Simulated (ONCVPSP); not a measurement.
# aluminium, ONCV: configuration errors across variants

* Element: aluminium (Al)
* Generator: ONCVPSP 4.0.1
* Type: optimised norm-conserving Vanderbilt (ONCV)
* Functional: PBEsol
* Relativity: scalar-relativistic
* Frozen core: [Ne]
* Valence charge: 3
* Reference configuration: 3s2 3p1
* Partial waves: 3s: rc 1.65 bohr, ncon 3, nbas 7, qcut 3.1 1/bohr, 2 projectors, debl 2.2 Ha; 3p: rc 2.45 bohr, ncon 4, nbas 7, qcut 3.2 1/bohr, 2 projectors, debl 0.4 Ha; d scattering state at 0.14 Ha: rc 2.45 bohr, ncon 3, nbas 7, qcut 4.3 1/bohr, 3 projectors, debl 0.5 Ha
* Local potential: polynomial inside 1.30 bohr (lpopt 5, dvloc0 1 Ha)
* Core correction: Teter function, fcfact 5.75, rcfact 1.05

All-electron excitation energies from the reference (eV): (1) 3s2 3p0 5.736; (2) 3s1 3p0 24.907; (3) 3s2 3p0.5 2.074; (4) 3s0 3p3 10.405.

A true bound ghost makes a file unfit for plane-wave use even where its test errors are small: the radial tests pick states by their node count and pass the ghost by.

Errors AE − PS in meV (a dash: test not solved or not reliable):

| change | (1) | (2) | (3) | (4) | bound ghosts | GHOST(+) flags above zero |
| --- | --- | --- | --- | --- | --- | --- |
| base | -2.3 | +1.1 | -0.4 | +2.8 | none | s, d |
| all radii but the core radius scaled by about 0.80 (s 1.32, p 1.96, d 1.96 bohr); local potential polynomial inside 1.04 bohr (lpopt 5, dvloc0 1 Ha) | -2.1 | -8.0 | -0.4 | -8.0 | s, d | none |
| all radii but the core radius scaled by about 0.90 (s 1.48, p 2.20, d 2.20 bohr); local potential polynomial inside 1.18 bohr (lpopt 5, dvloc0 1 Ha) | -2.1 | -0.4 | -0.4 | -2.1 | none | s, d |
| all radii but the core radius scaled by about 1.07 (s 1.78, p 2.62, d 2.62 bohr); local potential polynomial inside 1.40 bohr (lpopt 5, dvloc0 1 Ha) | -2.4 | 0.0 | -0.5 | +1.9 | d | s, d |
| all radii but the core radius scaled by about 1.32 (s 2.18, p 3.24, d 3.24 bohr); local potential polynomial inside 1.72 bohr (lpopt 5, dvloc0 1 Ha) | -2.9 | -9.8 | -0.6 | -14 | none | none |

**Question.** Give the same row for: all radii but the core radius scaled by about 1.22 (s 2.02, p 3.00, d 3.00 bohr); local potential polynomial inside 1.58 bohr (lpopt 5, dvloc0 1 Ha).

**Answer.** -2.7, -5.0, -0.5, -5.0; bound ghosts: none; GHOST(+) flags above zero: s.
